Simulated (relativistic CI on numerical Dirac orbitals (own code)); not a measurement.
V3+: 3p photoemission

Computed with this model: Dirac-Coulomb-Breit CI, KLI orbitals optimised for each configuration, model QED, valence Slater integrals scaled by 0.7, multiplet model of photoemission in the sudden approximation; configurations [Ar] 3d2 → [Ne] 3s2 3p5 3d2; 80 K; Lorentzian 0.56 eV and Gaussian 0.6 eV FWHM. Energies are those of the free ion, without screening or charge transfer. The energies are binding energies and can lie tens of eV above those of solids. S is read from ⟨S²⟩ = S(S + 1).

Field parameters in Wybourne normalisation: D3d B²₀ = −7Dσ, B⁴₀ = −14Dq − 21Dτ, B⁴₃ = −14√(10/7) Dq; D4h B²₀ = −7Ds, B⁴₀ = 21(Dq − Dt), B⁴₄ = 21√(5/14) Dq. The field is a parameter set, without covalency.

free ion: ground-state S = 1.00, centroid 86.52 eV. Peaks (eV, height): 82.8 (39), 84.6 (100), 87.0 (37), 94.6 (16), 99.3 (16).

D3d, 10Dq = 30400, Dσ = -850, Dτ = -10 cm⁻¹: ground-state S = 1.00, centroid 86.54 eV. Peaks (eV, height): 83.1 (72), 84.7 (100), 87.3 (26), 89.0 (29), 91.5 (8), 98.0 (10), 100.8 (11).

D3d, 10Dq = 20000, Dσ = -110, Dτ = 110 cm⁻¹: ground-state S = 1.00, centroid 86.53 eV. Peaks (eV, height): 83.0 (47), 84.7 (100), 87.3 (24), 88.2 (23), 90.6 (8), 96.7 (12), 100.1 (10).

D3d, 10Dq = 31000, Dσ = 330, Dτ = 180 cm⁻¹: ground-state S = 1.00, centroid 86.54 eV. Peaks (eV, height): 83.0 (58), 84.8 (100), 89.0 (24), 91.8 (7), 98.1 (9), 100.8 (10).

D4h, 10Dq = 19150, Ds = -230, Dt = 1030 cm⁻¹: ground-state S = 1.00, centroid 86.53 eV. Peaks (eV, height): 83.0 (44), 84.6 (100), 96.1 (12), 99.7 (10).

D4h, 10Dq = 24750, Ds = -880, Dt = -740 cm⁻¹: ground-state S = 1.00, centroid 86.54 eV. Peaks (eV, height): 83.0 (55), 84.6 (100), 88.9 (27), 91.5 (7), 98.1 (7), 100.5 (11).

Strongest unbroadened transitions for D3d, 10Dq = 31000, Dσ = 330, Dτ = 180 cm⁻¹:

```
Energy (eV)  Relative strength
      83.00               77.9
      83.01               33.1
      83.03               21.4
      83.05               55.0
      84.32               22.4
      84.34               21.5
      84.43               63.3
      84.44               38.9
      84.45               28.5
      84.89               33.4
      84.90              100.0
      85.23               48.3
      85.35               41.3
      85.56               20.0
      85.69               32.7
      85.71               23.9
      86.56               22.2
      87.41               31.1
```
